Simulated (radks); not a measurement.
Values are calculated unless marked as measured or tabulated.
Neutral phosphorus inside a hard spherical wall (all orbitals vanish at R), configuration held at [Ne] 3s2 3p3 and not refilled when levels cross. Level of theory: scalar-relativistic Kohn-Sham, PBEsol, spin-unpolarised, spherical densities, finite nucleus; Fermi nuclear charge, rms radius 3.1889 fm (a radial shooting solver on a logarithmic mesh with Libxc functionals). Eigenvalues in eV, with the zero of energy where the potential of the charges vanishes at infinity; a dash marks a level that is unbound or too diffuse for the functional's potential to be trusted. A positive occupied level is held by the wall or, in an anion where self-interaction has pushed it up, behind a barrier. The pressure on the wall is -dE/dV.

| R (bohr) | E (hartree) | kinetic (hartree) | e(2s) | e(2p) | e(3s) | e(3p) | e(4s, empty) | e(4p, empty) | pressure (GPa) |
|---|---|---|---|---|---|---|---|---|---|
| free | -341.31315 | 342.310 | -173.57 | -124.33 | -13.917 | -5.480 | - | - | 0 |
| 12 | -341.31315 | 342.310 | -173.57 | -124.33 | -13.916 | -5.479 | -0.038 | 1.193 | 0.000178 |
| 7 | -341.30821 | 342.348 | -173.24 | -124.00 | -13.681 | -5.234 | 2.806 | 5.853 | 0.301 |
| 5 | -341.24507 | 342.701 | -171.19 | -121.94 | -12.300 | -3.635 | 11.078 | 16.447 | 8.72 |
| 3.5 | -340.72440 | 344.841 | -162.98 | -113.64 | -6.268 | 3.672 | 39.302 | 47.581 | 171 |
| 3 | -340.02711 | 347.192 | -156.21 | -106.78 | -0.134 | 10.926 | 64.657 | 73.808 | 537 |
| 2.5 | -338.35861 | 352.100 | -145.11 | -95.483 | 12.709 | 25.526 | 112.75 | 121.76 | 1920 |
| 2 | -333.95000 | 363.500 | -126.32 | -76.165 | 43.620 | 58.643 | 214.18 | 218.91 | 8370 |
| 1.5 | -320.07551 | 395.552 | -90.481 | -38.317 | 135.12 | 148.81 | 467.29 | 450.21 | 51700 |
